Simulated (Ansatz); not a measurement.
CH$_{5}$BrGe, SMILES `[CH3][GeH2][Br]`, relaxed with RKS PBE-D4/def2-SVP in Ansatz from a rough embedded geometry. The force threshold is 0.03 eV/Å; the program also tests the step.

The species carries charge 0 and has multiplicity 1.

Start:

```xyz
8

C     0.734    0.678   -0.134
Ge   -0.570   -0.670   -0.029
Br   -2.083   -0.110    1.613
H     1.299    0.787    0.886
H     0.293    1.678   -0.406
H     1.513    0.480   -0.936
H     0.112   -2.026    0.348
H    -1.297   -0.815   -1.343
```

Q: By how much does the energy fall, and how many steps does the optimiser take? (Estimate.)

A: The calculation gave: 0.18 eV, in 3 steps.

Q: Which bonds change most? (Best estimate.)

A: The calculation gave: C1–Ge2 from 1.879 to 1.957 Å; C1–H4 from 1.171 to 1.106 Å; Ge2–H8 from 1.508 to 1.552 Å; Ge2–Br3 from 2.303 to 2.341 Å.

Q: Give the relaxed structure. (Estimate.)

A: Ansatz gave: 
```xyz
8

C     0.789    0.728   -0.133
Ge   -0.549   -0.698   -0.044
Br   -2.095   -0.132    1.620
H     1.303    0.823    0.842
H     0.302    1.690   -0.378
H     1.537    0.488   -0.915
H     0.068   -2.059    0.371
H    -1.353   -0.841   -1.363
```
